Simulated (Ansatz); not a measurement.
Reaction (ligand exchange at a Ge–C bond): `[SiH3]C#[C][GeH3]` + `[SiH3][SiH2]S` → `[SiH3][SiH2][S][GeH3]` + `C#C[SiH3]`

Computed with Ansatz on PBE0-D4/def2-TZVP structures; ΔE is electronic, products minus reactants. CCSD(T)/CBS adds triple-zeta CCSD(T) − MP2 to the extrapolated MP2 energy (def2 sets, frozen cores). For Ge outer-core shells are correlated without core-valence functions, which leaves a few kJ/mol of doubt a bond. Scalar relativity is left out up to krypton. Each species was taken in one conformer, which may not be the lowest.

| species | CCSD/def2-TZVPP energy (Eh) |
| --- | --- |
| `[SiH3]C#[C][GeH3]` | -2444.23952 |
| `[SiH3][SiH2]S` | -979.44080 |
| `[SiH3][SiH2][S][GeH3]` | -3056.25520 |
| `C#C[SiH3]` | -367.43567 |

(1) Work out ΔE.

Largest T1 diagnostic among the species: 0.013.

Answers

(1) ΔE = (-3056.25520) + (-367.43567) − (-2444.23952) − (-979.44080) = -0.01055 Eh = -0.29 eV. CCSD(T)/CBS gives -0.35 eV.

The D4 term adds −0.08 eV with B3LYP and −0.05 eV with PBE0; it sums over pairs of atoms, weighted by their polarisabilities, and B3LYP, whose exchange is more repulsive, gets the larger term.

B3LYP here is the variant with VWN-RPA as its local correlation; programs differ in this.
